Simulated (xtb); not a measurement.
GaO, doublet, geometry from GFN2-xTB (such geometries of metal compounds can be far from the true shape); GFN2-xTB run with xtb.

Input for xtb:
```
$ xtb mol.xyz --gfn 2 --uhf 1 --hess --json

# file mol.xyz
2

Ga    -0.00000000    -0.00000000    -0.33770072
O      0.00000000     0.00000000     1.30859028
```

Task: What does xtb print? Leave out banner, timings and long lists.

Result: 
```
   ID    Z sym.   atoms
    1   31 Ga     1
    2    8 O      2

           -------------------------------------------------
          |                Calculation Setup                |
           -------------------------------------------------

           -------------------------------------------------
          |                 G F N 2 - x T B                 |
           -------------------------------------------------

          ...................................................
          :                      SETUP                      :
          :.................................................:
          :  # basis functions                  14          :
          :  # atomic orbitals                  13          :
          :  # shells                            5          :
          :  # electrons                         9          :
          :  max. iterations                   250          :
          :  Hamiltonian                  GFN2-xTB          :
          :  restarted?                      false          :
          :  GBSA solvation                  false          :
          :  PC potential                    false          :
          :  electronic temp.          300.0000000     K    :
          :  accuracy                    1.0000000          :
          :  -> integral cutoff          0.2500000E+02      :
          :  -> integral neglect         0.1000000E-07      :
          :  -> SCF convergence          0.1000000E-05 Eh   :
          :  -> wf. convergence          0.1000000E-03 e    :
          :  Broyden damping             0.4000000          :
          :  net charge                          0          :
          :  unpaired electrons                  1          :
          ...................................................

 iter      E             dE          RMSdq      gap      omega  full diag
   1     -5.2502286 -0.525023E+01  0.254E+01    6.58       0.0  T
   2     -5.2512226 -0.994089E-03  0.161E+01    6.32       1.0  T
   3     -5.2514908 -0.268189E-03  0.865E-01    5.97       1.0  T
   4     -5.2515348 -0.439250E-04  0.379E-01    6.02       1.0  T
   5     -5.2515425 -0.778515E-05  0.103E-01    6.08       1.0  T
   6     -5.2515424  0.146267E-06  0.106E-01    6.06       1.0  T
   7     -5.2515440 -0.162961E-05  0.155E-02    6.06       4.6  T
   8     -5.2515440 -0.184517E-07  0.544E-03    6.06      13.0  T
   9     -5.2515440 -0.482368E-08  0.968E-04    6.06      73.1  T
  10     -5.2515441 -0.103402E-09  0.191E-04    6.06     370.4  T

   *** convergence criteria satisfied after 10 iterations ***

         :::::::::::::::::::::::::::::::::::::::::::::::::::::
         ::                     SUMMARY                     ::
         :::::::::::::::::::::::::::::::::::::::::::::::::::::
         :: total energy              -5.240416334431 Eh    ::
         :: gradient norm              0.000000987053 Eh/a0 ::
         :: HOMO-LUMO gap              6.064752077760 eV    ::
         ::.................................................::
         :: SCC energy                -5.251544050029 Eh    ::
         :: -> isotropic ES            0.033975346450 Eh    ::
         :: -> anisotropic ES          0.008507575938 Eh    ::
         :: -> anisotropic XC          0.000528804627 Eh    ::
         :: -> dispersion             -0.000474639360 Eh    ::
         :: repulsion energy           0.011127715598 Eh    ::
         :: add. restraining           0.000000000000 Eh    ::
         :: total charge               0.000000000011 e     ::
         :::::::::::::::::::::::::::::::::::::::::::::::::::::

           -------------------------------------------------
          |                Numerical Hessian                |
           -------------------------------------------------
step length          :   0.00500
SCC accuracy         :   0.30000
Hessian scale factor :   1.00000
frozen atoms in %    :   0.00000    0
RMS gradient         :   0.00000

writing file <hessian>.

 vibrational frequencies (cm⁻¹)
eigval :        0.00     0.00     0.00     0.00     0.00   721.10
           -------------------------------------------------
          |                Property Printout                |
           -------------------------------------------------

    * Orbital Energies and Occupations

         #    Occupation            Energy/Eh            Energy/eV
      -------------------------------------------------------------
         1        2.0000           -0.6390560             -17.3896
         2        2.0000           -0.5186814             -14.1140
         3        2.0000           -0.4468128             -12.1584
         4        2.0000           -0.4468128             -12.1584
         5        1.0000           -0.3988616             -10.8536 (HOMO)
         6                         -0.1759855              -4.7888 (LUMO)
         7                         -0.1759855              -4.7888
         8                         -0.0760604              -2.0697
         9                         -0.0523036              -1.4233
        10                         -0.0523036              -1.4233
        11                          0.0753523               2.0504
Molecule has the following symmetry elements: (Cinf) (sigma)
It seems to be the Cinfv point group
        12                          0.0753523               2.0504
        13                          0.5967791              16.2392
      -------------------------------------------------------------
                  HL-Gap            0.2228761 Eh            6.0648 eV
             Fermi-level           -0.3549720 Eh           -9.6593 eV

     #   Z          covCN         q      C6AA      α(0)
     1  31 Ga       0.759     0.396   320.279    45.777
     2   8 O        0.759    -0.396    21.650     6.236

 Mol. C6AA /au·bohr⁶  :        480.968392
 Mol. C8AA /au·bohr⁸  :      43064.619909
 Mol. α(0) /au        :         52.013228

Wiberg/Mayer (AO) data.
largest (>0.10) Wiberg bond orders for each atom

 ---------------------------------------------------------------------------
     #   Z sym  total        # sym  WBO       # sym  WBO       # sym  WBO
 ---------------------------------------------------------------------------
     1  31 Ga   1.867 --     2 O    1.867
     2   8 O    1.867 --     1 Ga   1.867
 ---------------------------------------------------------------------------

Topologies differ in total number of bonds
Writing topology from bond orders to xtbtopo.mol

molecular dipole:
                 x           y           z       tot (Debye)
 q only:       -0.000      -0.000      -1.233
   full:       -0.000      -0.000      -2.051       5.213
molecular quadrupole (traceless):
                xx          xy          yy          xz          yz          zz
 q only:        1.131      -0.000       1.131      -0.000      -0.000      -2.262
  q+dip:        0.616      -0.000       0.616      -0.000      -0.000      -1.233
   full:        1.933      -0.000       1.933      -0.000      -0.000      -3.865

           -------------------------------------------------
          |               Frequency Printout                |
           -------------------------------------------------
 vibrational frequencies (cm⁻¹)
eigval :        0.00     0.00     0.00     0.00     0.00   721.10
 reduced masses (amu)
   1: 59.70   2: 59.70   3: 59.70   4: 26.03   5: 26.03   6: 26.03
 IR intensities (km·mol⁻¹)
   1:  0.00   2:  0.00   3:  0.00   4: 32.57   5: 32.57   6: 25.59
 Raman intensities (Ä⁴*amu⁻¹)
   1:  0.00   2:  0.00   3:  0.00   4:  0.00   5:  0.00   6:  0.00
 output can be read by thermo (or use thermo option).
 writing <g98.out> molden fake output.
 recommended (thermochemical) frequency scaling factor: 1.0
           -------------------------------------------------
          |             Thermodynamic Functions             |
           -------------------------------------------------

cin symmetry found (for desy threshold:  0.10E+00) used in thermo

          ...................................................
          :                      SETUP                      :
          :.................................................:
          :  # frequencies                           1      :
          :  # imaginary freq.                       0      :
          :  linear?                              true      :
          :  only rotor calc.                    false      :
          :  symmetry                              cin      :
          :  rotational number                       1      :
          :  scaling factor                  1.0000000      :
          :  rotor cutoff                   50.0000000 cm⁻¹ :
          :  imag. cutoff                  -20.0000000 cm⁻¹ :
          :.................................................:

    mode    ω/cm⁻¹     T·S(HO)/kcal·mol⁻¹    T·S(FR)/kcal·mol⁻¹   T·S(vib)
   ------------------------------------------------------------------------
   ------------------------------------------------------------------------

   temp. (K)  partition function   enthalpy   heat capacity  entropy
                                   cal/mol     cal/K/mol   cal/K/mol   J/K/mol
 298.15  VIB   1.03                   65.551      0.789      0.282
         ROT   434.                  592.502      1.987     14.054
         INT   447.                  658.053      2.777     14.336
         TR   0.768E+27             1481.254      4.968     39.241
         TOT                        2139.3067     7.7448    53.5770   224.1662

       T/K    H(0)-H(T)+PV         H(T)/Eh          T*S/Eh         G(T)/Eh
   ------------------------------------------------------------------------
    298.15    0.340920E-02    0.505199E-02    0.254562E-01   -0.204042E-01
   ------------------------------------------------------------------------

         :::::::::::::::::::::::::::::::::::::::::::::::::::::
         ::                  THERMODYNAMIC                  ::
         :::::::::::::::::::::::::::::::::::::::::::::::::::::
         :: total free energy          -5.260820508856 Eh   ::
         ::.................................................::
         :: total energy               -5.240416334436 Eh   ::
         :: zero point energy           0.001642782922 Eh   ::
         :: G(RRHO) w/o ZPVE           -0.022046957341 Eh   ::
         :: G(RRHO) contrib.           -0.020404174420 Eh   ::
         :::::::::::::::::::::::::::::::::::::::::::::::::::::

           -------------------------------------------------
          | TOTAL ENERGY               -5.240416334436 Eh   |
          | TOTAL ENTHALPY             -5.235364349348 Eh   |
          | TOTAL FREE ENERGY          -5.260820508856 Eh   |
          | GRADIENT NORM               0.000000643867 Eh/α |
          | HOMO-LUMO GAP               6.064768040063 eV   |
           -------------------------------------------------

normal termination of xtb
```
